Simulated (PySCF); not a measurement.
Compound: C5H14BP.
SMILES with atom numbers: `[BH3-:1][P+:2]([CH3:3])([CH3:4])[CH:5]1[CH2:6][CH2:7]1` (hydrogens: H8, H9, H10 on B1; H11, H12, H13 on C3; H14, H15, H16 on C4; H17 on C5; H18, H19 on C6; H20, H21 on C7)

All values: PBE0/pcSseg-1 and PBE0/def2-SVPD (PySCF, non-relativistic), on one gas-phase PBE0-D3(BJ)/def2-SVP geometry that isn't relaxed in the solvent. The solvent is an IEF-PCM continuum (Bondi radii, 1.10 Å for H, scaled by 1.2). Only the electrostatic response of the medium enters.

Gas phase at PBE0/pcSseg-1: HOMO -7.98 eV, LUMO 0.93 eV, dipole 5.04 D.

Task: What does the continuum do to the energy, the frontier levels and the dipole at PBE0/pcSseg-1 in dimethylsulfoxide?

Result: 
```
          solvent      ε  E(solvent) − E(gas) (kcal/mol)  polarisation term (kcal/mol)  distortion of the solute (kcal/mol)  HOMO (eV)  LUMO (eV)  dipole (D)
dimethylsulfoxide  46.83                           -7.44                         -9.29                                 1.85      -8.15       1.41        6.82
```

The polarisation term is half the interaction of the solute with the surface charges that it induces; the rest is the cost of distorting the solute's density. The sum is the electrostatic part of solvation alone.

Task: Which radius a makes the point-dipole formula ΔE = −[(ε − 1)/(2ε + 1)]·μ²/a³ give the value in dimethylsulfoxide, with the gas-phase dipole?

Result: μ = 1.983 au and |ΔE| = 0.01185 Eh give a = 2.88 Å; the farthest nucleus lies 3.20 Å from the centroid of the nuclei, so such a sphere wouldn't even hold the nuclei. The formula assumes a rigid point dipole at the centre of a sphere.

Task: Which ESP-fitted charges (PBE0/pcSseg-1) respond most in dimethylsulfoxide (means over atoms taken as equivalent)?

Result: 
```csv
atoms,environment,gas (e),solvent (e),change
P2,phosphorus bonded to B and 3 C,+0.823,+0.936,+0.113
B1,four-coordinate boron,-0.348,-0.460,-0.112
H17,methine hydrogen,+0.151,+0.180,+0.029
C6/C7,three-membered-ring carbon,-0.251,-0.274,-0.023
C5,sp3 carbon bound to phosphorus,-0.248,-0.267,-0.019
H19/H20,methylene hydrogen,+0.141,+0.159,+0.018
C3/C4,sp3 carbon bound to phosphorus,-0.721,-0.738,-0.017
H11 (×6),methyl hydrogen,+0.200,+0.209,+0.009
H8/H9/H10,B–H hydrogen,-0.060,-0.066,-0.006
H18/H21,methylene hydrogen,+0.131,+0.131,0.000
```

Task: Which Mayer bond orders change most in dimethylsulfoxide?

Result: 
```json
{"bond": "B1–P2", "length (Å)": "1.908", "gas": "0.889", "solvent": "0.908", "change": "+0.019"}
{"bond": "P2–C3", "length (Å)": "1.820", "gas": "1.002", "solvent": "1.018", "change": "+0.016"}
{"bond": "P2–C5", "length (Å)": "1.809", "gas": "0.906", "solvent": "0.921", "change": "+0.015"}
{"bond": "B1–H10", "length (Å)": "1.226", "gas": "0.918", "solvent": "0.933", "change": "+0.015"}
{"bond": "P2–C4", "length (Å)": "1.821", "gas": "1.002", "solvent": "1.017", "change": "+0.015"}
{"bond": "B1–H8", "length (Å)": "1.225", "gas": "0.925", "solvent": "0.937", "change": "+0.012"}
{"bond": "B1–H9", "length (Å)": "1.225", "gas": "0.925", "solvent": "0.937", "change": "+0.012"}
{"bond": "C3–H11", "length (Å)": "1.100", "gas": "0.947", "solvent": "0.943", "change": "-0.004"}
```

Gas phase at PBE0/def2-SVPD: HOMO -7.92 eV, LUMO 0.40 eV, dipole 5.01 D.

Task: What does the continuum do to the energy, the frontier levels and the dipole at PBE0/def2-SVPD in dimethylsulfoxide?

Result: 
```json
{"solvent": "dimethylsulfoxide", "ε": "46.83", "E(solvent) − E(gas) (kcal/mol)": "-7.42", "polarisation term (kcal/mol)": "-9.43", "distortion of the solute (kcal/mol)": "2.01", "HOMO (eV)": "-8.09", "LUMO (eV)": "0.71", "dipole (D)": "6.92"}
```

The atom shares or the degeneracy of the LUMO differ from the gas phase in dimethylsulfoxide, so that column needn't follow one orbital.

Task: How does the static polarisability (PBE0/def2-SVPD, frozen core, with the continuum's full static response) change?

Result: 
```tsv
medium	isotropic (au)	principal values (au)	⟨r²⟩ of the electrons (bohr²)
gas	101.7	96.7, 100.3, 108.2	1042.0
dimethylsulfoxide	142.1	138.5, 140.3, 147.5	1042.8
```

The isotropic value in dimethylsulfoxide is 1.40 times the gas-phase one; no cavity-field correction is applied. ⟨r²⟩ is taken about the centre of nuclear charge.

Time: 32 s; peak memory 1.1 GiB. Hardware: one thread, Arm Neoverse V1 (aarch64), shared host. This is the whole shielding run at PBE0/pcSseg-1 in dimethylsulfoxide, SCF included.

Conformer computed: `[BH3-:1][P+:2]([CH3:3])([CH3:4])[CH:5]1[CH2:6][CH2:7]1`: B1–P2–C5–C6 34°.
